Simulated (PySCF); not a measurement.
# Two-component Hartree-Fock for Ho²⁸⁺ (holmium, charge +28)

Start: [Kr] 4d3; 4d3/2 filled at m_j = -1/2, +1/2, +3/2. Calculated with PySCF 2.14 in an even-tempered Gaussian basis (17 s from 2.4 bohr⁻², ratio 2.8; 14 p from 3.1 bohr⁻², ratio 2.8; 9 d from 3.1 bohr⁻², ratio 2.8; 3 f from 12 bohr⁻², ratio 3): generalised Hartree-Fock with the X2C-1e Hamiltonian and a Gaussian nucleus; one run each with spin-orbit coupling (SO) switched off, then screened by Boettger's factors.

| spinor shell | electrons | ε, spin-free (eV) | ε, screened SO (eV) | weight of nominal j (screened SO) | rms radius, screened SO (bohr) |
| --- | --- | --- | --- | --- | --- |
| 1s1/2 | 2 | -56887.4 | -56874.4 | 1.000 | 0.0236 |
| 2s1/2 | 2 | -10467.3 | -10462.7 | 1.000 | 0.0953 |
| 2p1/2 | 2 | -9382.7 | -9990.3 | 1.000 | 0.0814 |
| 2p3/2 | 4 | -9382.7 | -9125.1 | 1.000 | 0.0881 |
| 3s1/2 | 2 | -3135.5 | -3133.7 | 1.000 | 0.243 |
| 3p1/2 | 2 | -2797.5 | -2928.3 | 1.000 | 0.234 |
| 3d3/2 | 4 | -2369.8 | -2395.4 | 0.999 | 0.220 |
| 3d5/2 | 6 | -2369.8 | -2350.6 | 1.000 | 0.224 |
| 4s1/2 | 2 | -1309.8 | -1309.1 | 1.000 | 0.510 |
| 4p1/2 | 2 | -1179.5 | -1223.8 | 0.996 | 0.517 |
| 4p3/2 | 4 | -1179.5 | -1159.4 | 0.998 | 0.543 |
| 4d3/2 | 3 | -1027.9 | -1030.9 | 0.980 | 0.536 |

Question: Where does 3p3/2 lie, and what is the 3p spin-orbit splitting (screened SO)?

Answer: At -2740.6 eV, 187.78 eV above 3p1/2.

```
   quantity     spin-free   screened SO
E (hartree)  -12222.39652  -12232.84070
        M_J           3/2           3/2
       ⟨J²⟩         6.752         3.906
       ⟨L²⟩        12.002         8.575
       ⟨S²⟩         3.750         2.326
```

Each row is a mean over spinors that exchange with the open shell spreads, by up to 10.687 eV (4p1/2).

⟨J²⟩ departs a little from M_J(M_J + 1) because the unrestricted spinors polarise the closed shells.

Breit and QED terms are absent; they matter most for the inner s and p1/2 levels.

Densities and radii are taken from the X2C orbitals without a picture-change correction, which distorts them close to the nucleus.

Without spin-orbit coupling the j labels of p, d and f shells carry no meaning; the spin-free column gives the mean over the occupied spinors of each nl shell, and its ⟨J²⟩ belongs to a mixture of degenerate components.
